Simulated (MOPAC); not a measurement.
MOPAC input (MNDO):

```
MNDO PRECISE GNORM=0.05 LET XYZ UHF MS=0.5 GEO-OK AUX(PRECISION=9) THREADS=1
H3BN

B    -0.67550900 1    0.14887900 1   -0.00613900 1
N     0.63011700 1   -0.09718900 1    0.00592200 1
H    -1.44672800 1   -0.78084800 1   -0.01830600 1
H    -1.10635800 1    1.26961900 1   -0.00524100 1
H     1.51981600 1   -0.55284500 1    0.01278900 1
```

From the output:

```
                                                       MOPAC v23.2.5 Linux

          FINAL HEAT OF FORMATION =         25.88929 KCAL/MOL =     108.32080 KJ/MOL

          COSMO AREA              =         67.49 SQUARE ANGSTROMS
          COSMO VOLUME            =         49.17 CUBIC ANGSTROMS

          GRADIENT NORM           =          0.04212          =       0.01884 PER ATOM
          IONIZATION POTENTIAL    =         11.000945 EV
          ALPHA SOMO LUMO (EV)    =        -11.001  2.202
          BETA  SOMO LUMO (EV)    =        -11.771 -0.420
          NO. OF ALPHA ELECTRONS  =          6
          NO. OF BETA  ELECTRONS  =          5
          MOLECULAR WEIGHT        =         27.8404         POINT GROUP:  Cs

          MOLECULAR DIMENSIONS (Angstroms)

            Atom       Atom       Distance
            H     5    H     4     3.12545
            H     4    H     3     1.80905
            H     3    N     2     0.00000

          SCF CALCULATIONS        =         16

   ATOM   CHEMICAL          X               Y               Z
  NUMBER   SYMBOL      (ANGSTROMS)     (ANGSTROMS)     (ANGSTROMS)

     1       B         -0.66639622  *   0.13967863  *  -0.00608957  *
     2       N          0.62777068  *  -0.06782878  *   0.00603592  *
     3       H         -1.41140962  *  -0.76879170  *  -0.01789238  *
     4       H         -1.08645359  *   1.23023444  *  -0.00522471  *
     5       H          1.44349609  *  -0.60483671  *   0.01177252  *

                             CARTESIAN COORDINATES

   1    B       -0.666396216     0.139678627    -0.006089573
   2    N        0.627770678    -0.067828781     0.006035925
   3    H       -1.411409623    -0.768791703    -0.017892377
   4    H       -1.086453585     1.230234444    -0.005224715
   5    H        1.443496086    -0.604836705     0.011772524

           Empirical Formula: H3 N B  =     5 atoms

      MOLECULAR POINT GROUP   :   Cs

          ALPHA EIGENVALUES
 -34.35268 -21.77507 -16.59502 -15.23729 -12.59189 -11.00094   2.20220   2.78204
   4.22212   6.64296   8.09029

           BETA EIGENVALUES
 -32.46729 -21.39216 -15.94887 -13.70310 -11.77057  -0.42037   2.61018   2.90092
   4.67670   7.03156   8.56671

              NET ATOMIC CHARGES AND DIPOLE CONTRIBUTIONS

  ATOM NO.   TYPE          CHARGE      No. of ELECS.   s-Pop       p-Pop
    1          B          -0.066451        3.0665     1.17811     1.88834
    2          N          -0.202420        5.2024     1.51917     3.68325
    3          H           0.020452        0.9795     0.97955
    4          H           0.032097        0.9679     0.96790
    5          H           0.216322        0.7837     0.78368
 DIPOLE           X         Y         Z       TOTAL
 POINT-CHG.     0.796    -0.493     0.006     0.936
 HYBRID         0.582    -0.305     0.004     0.657
 SUM            1.378    -0.798     0.010     1.592

          ATOMIC ORBITAL ELECTRON POPULATIONS

     Atom    s        px        py        pz
    1  B   1.17811   0.67095   0.80379   0.41360
    2  N   1.51917   1.07749   1.01938   1.58637
    3  H   0.97955
    4  H   0.96790
    5  H   0.78368

                    (SZ)    =    0.500000
                    (S**2)  =    0.761646

          ATOMIC ORBITAL SPIN POPULATIONS

    Atom   Total    s     px     py     pz
         Atomic
    1  B -0.1435 -0.022 -0.022 -0.044 -0.055
    2  N  0.9418  0.070  0.148  0.669  0.055
    3  H  0.1477  0.148
    4  H  0.0662  0.066
    5  H -0.0122 -0.012

 **********************
 *                    *
 * JOB ENDED NORMALLY *
 *                    *
 **********************

 == MOPAC DONE ==
```

The geometry given is a B3LYP-D3(BJ)/def2-TZVP minimum.
